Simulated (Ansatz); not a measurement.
## Ansatz (development build ahead of 0.2.0) run

```yaml
crystal:
  periodic: [false, false, false]
  atoms:
    - { symbol: C, position_ang: [1.07284, 0.0, 0.0] }
    - { symbol: C, position_ang: [0.27235, 1.31301, 0.0] }
    - { symbol: C, position_ang: [-1.22374, 1.30686, 0.0] }
    - { symbol: C, position_ang: [-1.98518, 0.0, 0.0] }
    - { symbol: C, position_ang: [-1.22374, -1.30686, 0.0] }
    - { symbol: C, position_ang: [0.27235, -1.31301, 0.0] }
    - { symbol: C, position_ang: [2.5936, 0.0, 0.0] }
    - { symbol: H, position_ang: [0.8598, 2.33736, 0.0] }
    - { symbol: H, position_ang: [-1.81298, 2.32979, 0.0] }
    - { symbol: H, position_ang: [-3.16499, 0.0, 0.0] }
    - { symbol: H, position_ang: [-1.81298, -2.32979, 0.0] }
    - { symbol: H, position_ang: [0.8598, -2.33736, 0.0] }
    - { symbol: H, position_ang: [3.20023, -1.01137, 0.0] }
    - { symbol: H, position_ang: [3.20023, 1.01137, 0.0] }
basis:
  gaussian: { orbitals: def2-SVP }
magnetization:
  spin_polarized: true
  initial_magnetization: 1
hamiltonian:
  xc: hf
```

The input is written out in the form of the current development build from the run's settings.

Output:

- Converged: yes
- Total energy: -268.84648 hartree
- Spin squared of the determinant: 1.873

Caution: the unrestricted determinant is a mixture of spin states.
